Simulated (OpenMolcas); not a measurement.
Ru²⁺: effect of the active space

| Item | Value |
| --- | --- |
| Program | OpenMolcas 26.06 |
| Method | CASSCF or its RAS form |
| Basis | ANO-RCC-VQZP |
| Scalar Hamiltonian | DKH2, point nucleus |
| Spin-orbit coupling | RASSI with atomic mean-field integrals over the reference wave functions, term energies averaged over their components |

A. 6 electrons in 5 orbitals (4d); 2S+1 = 5 even, 5 roots; 2S+1 = 3 even, 45 roots; 2S+1 = 1 even, 50 roots; cost roughly 60 core-seconds
B. 6 electrons in 6 orbitals (4d 5s); 2S+1 = 5 even, 30 roots; 2S+1 = 7 even, 1 root kept (CI in the orbitals of an earlier block); 2S+1 = 3 even, 127 roots kept (CI in the orbitals of an earlier block, 107 in the spin-orbit step); 2S+1 = 1 even, 102 roots kept (CI in the orbitals of an earlier block, 62 in the spin-orbit step); cost about 3 core-minutes
C. 12 electrons in 8 orbitals (RAS1 4p, at most 2 holes; RAS2 4d); 2S+1 = 5 even, 5 roots; 2S+1 = 3 even, 45 roots; 2S+1 = 1 even, 49 roots; cost about 90 core-seconds

Energies in cm-1 above 4d6 5D4, the measured ground level; measured values from Moore, Atomic Energy Levels, vol. III, NSRDS-NBS 35 (1971 reprint of NBS Circular 467, 1958).

| Level | A | B | C | Measured |
| --- | --- | --- | --- | --- |
| 4d6 5D4 | 0.0 | 0.0 | 0.0 | 0.0 |
| 4d6 5D3 | 1156 | 1210 | 1173 | 1159 |
| 4d6 5D2 | 1873 | 1957 | 1872 | 1826 |
| 4d6 5D1 | 2332 | 2437 | 2321 | 2266 |
| 4d6 5D0 | 2554 | 2669 | 2536 | 2476 |
| 4d6 3H6 | 17772 | 18606 | 18890 |  |
| 4d6 3H5 | 18180 | 18977 | 19182 |  |
| 4d6 3P2(1) | 18957 | 19392 | 16791 |  |
| 4d6 3F3(1) | 20685 | 21188 | 19856 |  |
| 4d6 3F2(1) | 21235 | 21770 | 20316 |  |
| 4d6 3P1(1) | 22288 | 22869 | 20217 |  |
| 4d6 3G5 | 22545 | 23064 | 22826 |  |
| 4d6 3P0(1) | 23126 | 23633 | 20889 |  |
| 4d6 3G4 | 23673 | 24201 | 23748 |  |
| 4d6 3G3 | 23984 | 24498 | 24025 |  |
| 4d6 1I6 | 27238 | 28432 | 28851 |  |
| 4d6 3D2 | 28488 | 28408 | 27196 |  |
| 4d6 3D1 | 28615 | 28489 | 27377 |  |
| 4d6 3D3 | 28845 | 28722 | 27652 |  |
| 4d6 1G4(1) | 29301 | 29810 | 28357 |  |
| 4d6 1D2(1) | 35300 | 36556 | 33359 |  |
| 4d6 1F3 | 39635 | 40197 | 38389 |  |
| 4d6 3P0(2) | 45231 | 46098 | 42402 |  |
| 4d6 3P1(2) | 46202 | 46985 | 43337 |  |

Deviations, from unrounded energies. A percentage is the sum of absolute deviations over the sum of measured energies, with the sign that they share, or ± where signs differ.

```json
{"Against measurement": "mean absolute deviation (cm-1)", "Levels": "4", "A": "49", "B": "140", "C": "44"}
{"Against measurement": "fine structure of the ground term (%)", "Levels": "4", "A": "±2.5", "B": "+7.1", "C": "+2.3"}
```

A, C lie about equally close to measurement and B furthest from it. The largest miss of C in the table is 4d6 5D0, by +60 cm-1. The ranking rests on the paired levels alone, and a cruder setting can come out closer through cancelling errors.

The spin-orbit steps hold different terms of 4d6 (B lacks a 1S; C lacks a 1S), which shifts levels as well.

Among A to C the level of the table that moves most is 4d6 3P0(2), by 3700 cm-1 (lowest in C, highest in B).

Without dynamic correlation excited terms often stand tens of per cent too high (terms of higher spin than the ground term too low), and those without a measured partner can miss by more than the paired ones. Levels of configurations with an s electron are missing; early in the row they begin among the upper levels of the d shell and mix with terms of their name (holds for A). Some high roots are left out of the spin-orbit mixing, which shifts the levels that they would mix with (holds for B). Terms from blocks run as CI alone lack orbitals of their own (holds for B). Active for correlation alone: 4p; no level in the range computed is led by a configuration that opens it, so any true level of that kind is missing (holds for C). Computed and measured levels are paired by configuration, term and J; levels that our copy of the source lacks, or whose pairing is in doubt (as where it misses far off the trend of its configuration), stay unpaired and out of the deviations. Only configurations of the active space appear. The table leaves out levels that lie high or whose names do not pair safely across all columns.

A number in round brackets counts repeated terms of one configuration in the order of the reference energies.
